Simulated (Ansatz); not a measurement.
```
atom   x (Å)   y (Å)    z (Å)
   C  0.0000  0.0000  -0.6526
   C  0.0000  0.0000   0.6526
   H  0.0000  0.0000  -1.8136
   H  0.0000  0.0000   1.8136
```

Basis set: cc-pVDZ (spherical functions). Frozen core: 2 orbitals. Charge 0, multiplicity 1.

Computed with Ansatz (development build ahead of 0.2.0); each method stands on the lowest determinant of its kind that the runs found. Restricted open shells among the atoms or ions are ROHF, correlated in semicanonical orbitals with singles.

Task: Give the atomization energy at this shape (free ground-state atoms in the same class of orbitals less the molecule, no zero-point energy) of singlet C2H2 by RHF-MP2, RHF.

Result:

```csv
method,atomization energy
RHF-MP2,16.07 eV
RHF,11.59 eV
```

Caution: the shape is not the minimum.
